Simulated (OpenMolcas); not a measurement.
**Nb4+: moving the ligands**

Nb4+ with 6 ligands (fluoride) in trigonal prismatic coordination (D3h) at 1.99 Å, a polar angle of 49.6° against the regular 49.1°. A charge of +0.333 e stands 2.4 Å behind each ligand. Ligand basis ANO-RCC-VDZP.
```
Nb    0.0000    0.0000    0.0000
F     1.5153    0.0000    1.2900
F    -0.7576    1.3123    1.2900
F    -0.7576   -1.3123    1.2900
F     1.5153    0.0000   -1.2900
F    -0.7576    1.3123   -1.2900
F    -0.7576   -1.3123   -1.2900
```

```yaml
Program: OpenMolcas
Method: CASSCF
Basis: ANO-RCC-VDZP [6s5p3d1f]
Scalar_Hamiltonian: DKH2, point nucleus
Active_space: 1 electron in 5 orbitals (4d)
State_averaging: 2S+1 = 2 even, 5 roots
Spin-orbit_coupling: RASSI with atomic mean-field integrals over the reference wave functions
```

Runs around this geometry, states (labels of D3, the rotations of D3h). Energies in cm-1 above the lowest state or level, χT in cm3 K/mol.

| R (Å) | Polar angle / regular | Ground state | First state of that spin | First gap with spin-orbit (degeneracies) | χT at 300 K |
| --- | --- | --- | --- | --- | --- |
| 1.99 | 0.949 | 2A1 | 2E 874.3 | 331.0 (2, 2) | 0.316 |
| 1.87 | 1.01 | 2A1 | 2E 5584 | 5101 (2, 2) | 0.359 |
| 1.99 | 1.01 | 2A1 | 2E 3459 | 2921 (2, 2) | 0.351 |
| 2.08 | 1.01 | 2A1 | 2E 2369 | 1805 (2, 2) | 0.344 |

Taking the first state of the same spin as R^-n, n = -ln(2369 / 5584) / ln(2.08 / 1.87) = 8.1 between the shortest and longest distance.

With metal d orbitals alone the field can be off either way by tens of per cent. Ligand-to-metal charge-transfer states are missing. The least metal-like active orbital is 79 % on the metal (Löwdin) and no ligand orbital is active, so the numbers are rough (holds for R = 1.99, ratio = 0.949; R = 1.99, ratio = 1.01). The least metal-like active orbital is 75 % on the metal (Löwdin) and no ligand orbital is active, so the numbers are rough (holds for R = 1.87, ratio = 1.01). The least metal-like active orbital is 82 % on the metal (Löwdin) and no ligand orbital is active, so the numbers are rough (holds for R = 2.08, ratio = 1.01). No measured value stands beside these numbers; the geometry is a model, was not optimised and need not be the one that this ion takes.
